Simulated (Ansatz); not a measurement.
Gas-phase electronic energies from Ansatz, PBE0-D4/def2-TZVP geometries. CCSD(T)/CBS adds triple-zeta CCSD(T) − MP2 to the extrapolated MP2 energy (def2 sets, frozen cores). DFT in def2-TZVPP. Each species was taken in one conformer, which may not be the lowest.

Reaction (substitution at a C–C bond): `OC(F)([SiH3])CF` + `[SiH3]CS` → `FCSC[SiH3]` + `OC(F)[SiH3]`

| species | ωB97M-V energy (Eh) |
| --- | --- |
| `OC(F)([SiH3])CF` | -644.23821 |
| `[SiH3]CS` | -729.34880 |
| `FCSC[SiH3]` | -867.91599 |
| `OC(F)[SiH3]` | -505.66261 |

Task: Work out ΔE.

Result: ΔE = (-867.91599) + (-505.66261) − (-644.23821) − (-729.34880) = 0.00841 Eh = +0.23 eV. CCSD(T)/CBS gives +0.22 eV.

Largest T1 diagnostic among the species: 0.012.

From PBE to PBE0 (25 % exact exchange), in def2-TZVPP and without D4, ΔE moves by +0.05 eV.
